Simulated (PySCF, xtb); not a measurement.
C2H6Si, SMILES C=C[SiH3].

The structure is a stationary point at B3LYP-D3(BJ)/def2-TZVP.

Calculation: PySCF 2.14.0 with IEF-PCM-B3LYP/def2-SVP.

The values are the electrostatic part of the solvation free energy, E(continuum) − E(gas) at the gas-phase geometry, in a cavity of scaled van der Waals radii (PySCF's table); cavitation and dispersion terms are not included. In vacuum the orbital gap is 7.22 eV. The dipole moment in vacuum is 0.70 D.

Estimate the values in water (ε = 78.36), 1-octanol (ε = 9.86), ethylethanoate (ε = 5.99). (An estimate is asked for; the answer gives what the named calculation found.)


```
solvent             ε  ΔG(elec) (kcal/mol)  dipole (D)  gap (eV)
--------------  -----  -------------------  ----------  --------
water           78.36                 -0.9        0.88      7.23
1-octanol        9.86                 -0.7        0.86      7.23
ethylethanoate   5.99                 -0.6        0.84      7.23
```

For comparison, GFN2-xTB/ALPB(water) (xtb, at the GFN2-xTB geometry, all terms of that model) gives 0.5 kcal/mol.
